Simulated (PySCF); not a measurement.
# Reading the logs of faulty runs: B3H7Si

All numbers below are calculated, not measured. They come from PySCF 2.14.0, an open-source quantum chemistry program, on an isolated molecule that a program drew, which may never have been made. The molecule is B3H7Si (charge 0, singlet), drawn as the SMILES string `B[SiH](B)B`.

Each row is a Hartree-Fock (HF) and frozen-core CCSD(T) single point in the cc-pV(D+d)Z basis, meant for a local HF minimum. Run 1 is clean. Each other run has one planted mistake out of seven kinds, and not every kind appears here: one electron removed, one electron added, multiplicity raised by two, geometry at a saddle point, minimal basis STO-3G, one bond length entered in bohr, all coordinates scaled. The reference is restricted for singlets and unrestricted otherwise, and also for a bond in bohr. Adding or removing an electron swaps singlet and doublet. Electrons count all cores. HOMO and LUMO are orbital energies over both spins, the gradient is its largest component, and the lowest frequency (negative if imaginary) is given only where the gradient is small. Bond lengths are over the 10 bonds as drawn. T1 is the CCSD diagnostic: over 0.02 (restricted) or 0.045 (unrestricted) a single reference is doubtful.

Geometry of the clean run:
```xyz
11
B3H7Si, angstrom
B    -2.2960   -0.3297   -1.3241
Si   -1.9057   -0.7868    0.6282
B    -3.2634    0.2471    1.7512
B    -0.0698   -0.0035    1.0620
H    -2.5428   -1.1655   -2.1490
H    -2.2824    0.8175   -1.6781
H    -1.9653   -2.2517    0.8841
H    -4.0148   -0.2907    2.5166
H    -3.3263    1.4420    1.6526
H     0.1297    1.1684    0.8933
H     0.8348   -0.6681    1.4861
```

| run | electrons | basis functions | <S^2> | HOMO (eV) | LUMO (eV) | gradient (hartree/bohr) | lowest frequency (cm^-1) | mean bond (Å) | longest bond (Å) | T1 | HF (hartree) | CCSD(T) (hartree) | mistake |
|---|---|---|---|---|---|---|---|---|---|---|---|---|---|
| 1 | 36 | 100 | 0.000 | -10.59 | 0.95 | 3.1e-05 | 101 | 1.4818 | 2.043 | 0.0184 | -366.96527 | -367.39407 | no fault |
| 2 | 36 | 100 | 0.652 | -9.41 | 0.64 | 2.4e-02 | - | 1.5886 | 2.269 | 0.0625 | -366.84643 | -367.27553 | one bond length entered in bohr |
| 3 | 36 | 100 | 2.054 | -7.30 | -1.64 | 3.9e-02 | - | 1.4818 | 2.043 | 0.0248 | -366.85144 | -367.27000 | multiplicity raised by two |
| 4 | 36 | 31 | 0.000 | -8.74 | 6.06 | 3.2e-02 | - | 1.4818 | 2.043 | 0.0105 | -362.70955 | -362.90439 | minimal basis STO-3G |
| 5 | 37 | 100 | 0.779 | -0.76 | 5.59 | 2.1e-02 | - | 1.4818 | 2.043 | 0.0325 | -366.95824 | -367.41635 | ? |
| 6 | 36 | 100 | 0.000 | -10.30 | 0.90 | 3.2e-02 | - | 1.5781 | 2.176 | 0.0168 | -366.93532 | -367.36770 | ? |

**Which mistake was planted in run 5, and what did it cost?**

It counts 37 electrons, one more than the clean run, at the same geometry and basis. So the mistake is: one electron added. Subtracting run 1 and multiplying by 627.51 kcal/mol a hartree, the energy moved by 4.4 kcal/mol in HF and -14.0 kcal/mol in CCSD(T).

**Which mistake was planted in run 6, and what did it cost?**

The mean and the longest bond both change by the same factor, 1.065, and the gradient is no longer small. So the mistake is: all coordinates scaled. Subtracting run 1 and multiplying by 627.51 kcal/mol a hartree, the energy moved by 18.8 kcal/mol in HF and 16.5 kcal/mol in CCSD(T).

Cautions from the logs. Run 2: T1 is over the limit, so its CCSD(T) energy is less reliable.
